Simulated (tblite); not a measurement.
Record of a relaxation.

Compound: C6H9FGeO.
SMILES with atom numbers: `[CH2:1]=[CH:2][CH2:3][C:4]1=[C:5]([F:6])[C@H:7]1[O:8][GeH3:9]` (hydrogens: H10, H11 on C1; H12 on C2; H13, H14 on C3; H15 on C7; H16, H17, H18 on Ge9)

Computed with GFN2-xTB (tblite), gas phase: L-BFGS steps from a force-field or distance-geometry start until the largest atomic force falls under 0.01 eV/Å. 9 of its 229 geometries are shown.

Step 0: E = -761.7067 eV, largest atomic force 6.468 eV/Å
```
atom  x, y, z in Å  |  force x, y, z in eV/Å
C1     -2.821   -0.783    1.127   -0.018  -0.063  -1.069
C2     -2.477   -0.534   -0.147   -0.539  -0.478   1.686
C3     -1.728    0.708   -0.520    0.006   0.516  -0.685
C4     -0.339    0.684   -0.013   -0.325  -0.037   6.460
C5      0.597    0.620    1.111   -5.563   0.638  -1.811
F6      0.846    0.566    2.434   -0.165   0.002  -1.030
C7      1.046    0.667   -0.227    3.028   0.611  -2.595
O8      1.475   -0.571   -0.714    1.982   0.005  -0.817
Ge9     3.269   -0.583   -0.624    0.587  -0.482  -0.088
H10    -3.370   -1.691    1.381    0.297   0.448   0.025
H11    -2.593   -0.077    1.917   -0.054  -0.261  -0.142
H12    -2.735   -1.262   -0.906    0.186   0.220  -0.061
H13    -2.267    1.607   -0.114    0.462  -0.638  -0.253
H14    -1.698    0.788   -1.633    0.071   0.099   0.678
H15     1.442    1.620   -0.645    0.910  -0.731  -0.226
H16     3.834    0.542   -1.519   -0.264  -0.296   0.293
H17     3.801   -1.948   -1.104   -0.370   0.469   0.139
H18     3.710   -0.348    0.840   -0.231  -0.022  -0.504
```

Step 28: E = -763.1291 eV, largest atomic force 0.105 eV/Å
```
atom  x, y, z in Å  |  force x, y, z in eV/Å
C1     -2.881   -0.816    1.160    0.073  -0.017  -0.021
C2     -2.515   -0.559   -0.082    0.000   0.018   0.003
C3     -1.789    0.697   -0.507    0.017  -0.032   0.008
C4     -0.408    0.714    0.023    0.009  -0.026   0.034
C5      0.401    0.714    1.043   -0.010   0.038   0.029
F6      0.591    0.665    2.354    0.010  -0.012   0.015
C7      1.081    0.756   -0.266   -0.005   0.030   0.009
O8      1.717   -0.397   -0.751   -0.090   0.052  -0.015
Ge9     3.455   -0.621   -0.642    0.004   0.015  -0.011
H10    -3.384   -1.734    1.420    0.021   0.055   0.002
H11    -2.672   -0.136    1.971   -0.047   0.003  -0.054
H12    -2.713   -1.277   -0.868    0.015   0.038   0.015
H13    -2.301    1.578   -0.104   -0.023  -0.071  -0.010
H14    -1.766    0.777   -1.595    0.016  -0.025   0.018
H15     1.542    1.680   -0.618    0.002  -0.035  -0.024
H16     4.118    0.435   -1.480    0.030   0.023   0.003
H17     3.621   -1.986   -1.203   -0.036  -0.028  -0.006
H18     3.897   -0.484    0.786    0.015  -0.027   0.008
```

Step 57: E = -763.1539 eV, largest atomic force 0.039 eV/Å
```
atom  x, y, z in Å  |  force x, y, z in eV/Å
C1     -2.864   -0.827    1.158   -0.002   0.023  -0.006
C2     -2.420   -0.626   -0.067    0.000  -0.008  -0.025
C3     -1.753    0.649   -0.523    0.005   0.005   0.010
C4     -0.411    0.791    0.077    0.008   0.006  -0.020
C5      0.399    0.809    1.097   -0.028   0.025   0.000
F6      0.590    0.738    2.407    0.012  -0.019   0.005
C7      1.072    0.914   -0.214   -0.013  -0.021  -0.006
O8      1.704   -0.210   -0.757    0.025  -0.024  -0.015
Ge9     3.394   -0.659   -0.676   -0.027  -0.005   0.006
H10    -3.331   -1.752    1.447    0.021   0.009   0.018
H11    -2.775   -0.071    1.921   -0.016   0.006   0.027
H12    -2.507   -1.401   -0.814    0.021  -0.028  -0.018
H13    -2.357    1.508   -0.214    0.000  -0.002  -0.008
H14    -1.655    0.658   -1.609   -0.017   0.023   0.025
H15     1.500    1.854   -0.556   -0.010   0.003   0.001
H16     4.220    0.354   -1.420    0.011   0.013   0.010
H17     3.329   -1.974   -1.366    0.011  -0.003  -0.011
H18     3.858   -0.748    0.750    0.000  -0.002   0.007
```

Step 86: E = -763.1722 eV, largest atomic force 0.077 eV/Å
```
atom  x, y, z in Å  |  force x, y, z in eV/Å
C1     -2.875   -0.798    1.162   -0.030  -0.006   0.004
C2     -2.278   -0.661   -0.006   -0.071  -0.029  -0.010
C3     -1.769    0.664   -0.510   -0.020  -0.028   0.007
C4     -0.405    0.849    0.025   -0.018   0.055   0.024
C5      0.411    0.837    1.039    0.014   0.008   0.008
F6      0.607    0.713    2.343    0.054   0.008   0.029
C7      1.074    0.965   -0.276   -0.008  -0.017  -0.009
O8      1.686   -0.153   -0.854   -0.005   0.003  -0.065
Ge9     3.336   -0.706   -0.680   -0.018   0.000   0.075
H10    -3.200   -1.754    1.535   -0.005  -0.031  -0.027
H11    -3.064    0.048    1.804    0.009  -0.018  -0.032
H12    -2.078   -1.514   -0.642    0.003   0.030   0.065
H13    -2.409    1.467   -0.137    0.031   0.026  -0.031
H14    -1.745    0.692   -1.600   -0.010   0.007   0.012
H15     1.509    1.909   -0.599    0.006  -0.031  -0.018
H16     4.263    0.369   -1.167    0.057   0.006  -0.033
H17     3.293   -1.910   -1.556    0.009   0.041   0.015
H18     3.635   -1.012    0.761    0.002  -0.023  -0.015
```

Step 114: E = -763.2281 eV, largest atomic force 0.056 eV/Å
```
atom  x, y, z in Å  |  force x, y, z in eV/Å
C1     -3.172   -0.870    1.067    0.017   0.002  -0.020
C2     -2.159   -0.716    0.235   -0.012   0.008  -0.003
C3     -1.687    0.613   -0.283   -0.003   0.020  -0.011
C4     -0.269    0.851    0.048   -0.020  -0.001   0.001
C5      0.714    0.953    0.893    0.004   0.018   0.013
F6      1.182    0.879    2.131    0.018  -0.010   0.002
C7      1.115    1.105   -0.519    0.018  -0.002   0.021
O8      1.764    0.064   -1.192    0.034   0.017  -0.007
Ge9     3.236   -0.733   -0.656    0.024  -0.045   0.002
H10    -3.483   -1.845    1.399   -0.010   0.001   0.025
H11    -3.738   -0.033    1.443    0.028  -0.017  -0.011
H12    -1.607   -1.572   -0.131    0.003   0.034   0.016
H13    -2.285    1.421    0.149   -0.038  -0.039  -0.014
H14    -1.791    0.640   -1.372   -0.031  -0.006  -0.001
H15     1.379    2.077   -0.931    0.002  -0.005   0.006
H16     4.359    0.264   -0.579    0.001  -0.008  -0.016
H17     3.396   -1.726   -1.755    0.001   0.021   0.026
H18     3.038   -1.365    0.695   -0.038   0.010  -0.027
```

Step 142: E = -763.2659 eV, largest atomic force 0.053 eV/Å
```
atom  x, y, z in Å  |  force x, y, z in eV/Å
C1     -3.041   -0.959    1.016    0.018   0.013  -0.046
C2     -1.871   -0.744    0.445    0.003  -0.016   0.046
C3     -1.504    0.496   -0.317   -0.015   0.002   0.011
C4     -0.161    0.974    0.060    0.001  -0.005   0.009
C5      0.820    1.088    0.909   -0.015   0.030  -0.021
F6      1.330    0.871    2.116   -0.004   0.007  -0.024
C7      1.173    1.471   -0.468    0.001  -0.013   0.013
O8      1.944    0.627   -1.278    0.015  -0.012   0.020
Ge9     2.814   -0.797   -0.725    0.010  -0.023  -0.003
H10    -3.254   -1.872    1.543    0.003  -0.036   0.021
H11    -3.846   -0.244    0.970    0.025   0.046  -0.005
H12    -1.084   -1.485    0.510   -0.019  -0.010  -0.023
H13    -2.247    1.279   -0.142    0.008   0.030   0.008
H14    -1.493    0.285   -1.392    0.005  -0.035  -0.002
H15     1.321    2.505   -0.765   -0.018  -0.006   0.004
H16     4.115   -0.390   -0.097   -0.009   0.013   0.010
H17     2.990   -1.534   -2.005    0.010   0.030  -0.026
H18     1.984   -1.565    0.262   -0.020  -0.014   0.008
```

Step 171: E = -763.2980 eV, largest atomic force 0.079 eV/Å
```
atom  x, y, z in Å  |  force x, y, z in eV/Å
C1     -2.942   -0.889    1.135    0.007  -0.011  -0.055
C2     -1.840   -0.776    0.418   -0.044  -0.042  -0.018
C3     -1.466    0.438   -0.378   -0.007   0.013  -0.026
C4     -0.152    0.958    0.043    0.076  -0.020  -0.011
C5      0.788    1.128    0.928    0.001  -0.045  -0.026
F6      1.240    0.950    2.163    0.014   0.025  -0.011
C7      1.178    1.504   -0.443    0.007   0.024   0.018
O8      2.030    0.708   -1.212   -0.001  -0.034   0.042
Ge9     2.728   -0.839   -0.754    0.002   0.076  -0.009
H10    -3.181   -1.787    1.681    0.033   0.035   0.001
H11    -3.665   -0.091    1.190    0.018  -0.008   0.016
H12    -1.122   -1.586    0.364   -0.034   0.002   0.041
H13    -2.221    1.220   -0.265   -0.031   0.018   0.025
H14    -1.401    0.186   -1.442   -0.004  -0.023   0.022
H15     1.285    2.540   -0.750    0.000   0.014   0.005
H16     3.735   -0.646    0.346   -0.064  -0.015  -0.004
H17     3.343   -1.204   -2.055    0.022  -0.022  -0.018
H18     1.656   -1.806   -0.329    0.006   0.014   0.009
```

Step 200: E = -763.3224 eV, largest atomic force 0.038 eV/Å
```
atom  x, y, z in Å  |  force x, y, z in eV/Å
C1     -2.811   -0.818    1.223   -0.004  -0.003   0.021
C2     -1.796   -0.817    0.383    0.025  -0.002  -0.019
C3     -1.394    0.358   -0.458    0.016   0.018  -0.012
C4     -0.106    0.906    0.013   -0.027   0.010   0.012
C5      0.774    1.113    0.951    0.010  -0.023   0.005
F6      1.159    0.951    2.210    0.001   0.020   0.003
C7      1.204    1.555   -0.389    0.003  -0.007   0.023
O8      2.160    0.846   -1.115    0.017  -0.034  -0.004
Ge9     2.574   -0.835   -0.802   -0.011   0.010  -0.008
H10    -3.054   -1.679    1.821   -0.007  -0.007   0.004
H11    -3.444    0.045    1.352   -0.008  -0.003  -0.019
H12    -1.161   -1.688    0.277   -0.016   0.001   0.020
H13    -2.155    1.143   -0.409   -0.003  -0.001   0.013
H14    -1.279    0.060   -1.504    0.000  -0.008  -0.007
H15     1.258    2.606   -0.658    0.007   0.018  -0.017
H16     3.061   -0.995    0.609   -0.007   0.001  -0.016
H17     3.630   -1.037   -1.828   -0.007   0.016   0.011
H18     1.370   -1.708   -1.032    0.012  -0.006  -0.010
```

Step 228: E = -763.3308 eV, largest atomic force 0.007 eV/Å
```
atom  x, y, z in Å  |  force x, y, z in eV/Å
C1     -2.867   -0.860    1.173    0.001   0.002  -0.001
C2     -1.736   -0.797    0.498    0.003   0.005   0.003
C3     -1.342    0.345   -0.391    0.003   0.001   0.000
C4     -0.066    0.938    0.056   -0.004  -0.004   0.000
C5      0.825    1.185    0.974    0.000   0.005  -0.005
F6      1.218    1.095    2.237   -0.002  -0.005   0.000
C7      1.234    1.580   -0.387   -0.005   0.001  -0.005
O8      2.186    0.852   -1.100    0.002   0.003   0.003
Ge9     2.506   -0.859   -0.873    0.005   0.001   0.002
H10    -3.107   -1.698    1.803   -0.005  -0.003   0.001
H11    -3.605   -0.076    1.120    0.001   0.000   0.001
H12    -1.003   -1.591    0.569   -0.001  -0.002   0.002
H13    -2.119    1.115   -0.392    0.000  -0.002   0.002
H14    -1.212   -0.007   -1.420    0.005   0.004   0.000
H15     1.279    2.620   -0.699    0.000  -0.001   0.000
H16     2.849   -1.145    0.559   -0.002   0.000   0.000
H17     3.651   -1.026   -1.804    0.001   0.000  -0.003
H18     1.302   -1.665   -1.282   -0.003  -0.004   0.000
```

Problem. Summarise the path.

Solution. The energy falls by 37.45 kcal/mol from step 0 to step 228; nine tenths of that is first reached at step 82. It rises by more than 0.2 meV at steps 91 and 128. The largest force goes from 6.468 to 0.007 eV/Å. Among the bonds C4=C5 changes most, from 1.465 to 1.303 Å; the atoms move by 1.434 Å rms after alignment.

What follows is the cost of the whole relaxation. Hardware: an Arm Neoverse N1 with one thread, no GPU, shared host with 64 logical CPUs at a one-minute load of 60. Cost: 3.0 s.
